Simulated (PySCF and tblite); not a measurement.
C₇H₅FO, numbered as in [O:1]=[CH:2][c:3]1[cH:4][cH:5][cH:6][c:7]([F:8])[cH:9]1. Search: ETKDG and KDG, MMFF94s, GFN2-xTB, 90 starts; geometries at PBE0-D3(BJ)/def2-SVP. Energies: OPBE-D3(BJ)/def2-SVP (IEF-PCM, chloroform), with GFN2-xTB thermal terms (modes under about 100 cm⁻¹ blended into free rotors). Symmetry numbers and mirror images are counted. Conformers within 3 kcal/mol (GFN2-xTB free energy) were kept, 4 at most. GIAO shieldings: wB97X-D/pcSseg-1 (IEF-PCM, chloroform). Shifts are against TMS (¹H), TMS (¹³C), CFCl3 (¹⁹F) at the same level. Programs: PySCF with density fitting and tblite.

Torsions listed: O1–C2–C3–C4.

Two conformers hold nearly all the population. I: 180°; δ(C9) = 120.54 ppm. II: 1°; δ(C9) = 128.33 ppm. The average over the ensemble at 298.15 K is 123.82 ppm.

Question: What populations and free-energy difference follow from a two-state model?

Answer: p(I) = (123.82 − 128.33)/(120.54 − 128.33) = 0.58, so K = p(II)/p(I) = 0.73 and G(II) − G(I) = −RT ln K = 0.19 kcal/mol. The weights computed directly are 57.9 % and 42.1 %.
